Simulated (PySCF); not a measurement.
ClH₃HfS₃, SMILES [SH][Hf]([SH])([SH])[Cl], multiplicity 1. Geometry: PBE0-D3(BJ)/def2-SVP. The multiplicity is an assumed one; no other spin state was optimised. The structure was generated by enumeration; whether it is a known compound was not checked. The def2 effective core potentials stand for the cores of Hf; spin–orbit coupling is left out. One conformer was computed; it need not be the lowest.

Question: Give the equilibrium geometry at PBE0-D3(BJ)/def2-SVP (PySCF confirms it by a frequency run) as bond lengths and angles. (Estimate from the structure and the level; the computed values follow.)

Answer: This is not unique; one that fits is 
Atoms: Hf1 Cl2 S3 H4 S5 H6 S7 H8. Bonds (Å): Hf1–Cl2 2.342, Hf1–S3 2.430, Hf1–S5 2.422, Hf1–S7 2.423, S3–H4 1.355, S5–H6 1.355, S7–H8 1.357. Bond angles (°): Cl2–Hf1–S3 111.3, Cl2–Hf1–S5 112.7, Cl2–Hf1–S7 111.8, S3–Hf1–S5 108.5, S3–Hf1–S7 107.6, S5–Hf1–S7 104.7, Hf1–S3–H4 91.1, Hf1–S5–H6 91.4, Hf1–S7–H8 91.7.
Charge 0, spin multiplicity 1.
